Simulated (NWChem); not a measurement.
System: K cation

Problem. Give the principal values of the shielding tensors (ppm) of K1 from PBE0/x2c-TZVPall-s, scalar ZORA without spin-orbit coupling, GIAO (NWChem), with their diamagnetic and paramagnetic parts as GIAO splits them.

Solution. 
```csv
atom,σ11,σ22,σ33,isotropic,diamagnetic,paramagnetic
K1,1325.3,1325.3,1325.3,1325.3,1324.1,1.3
```
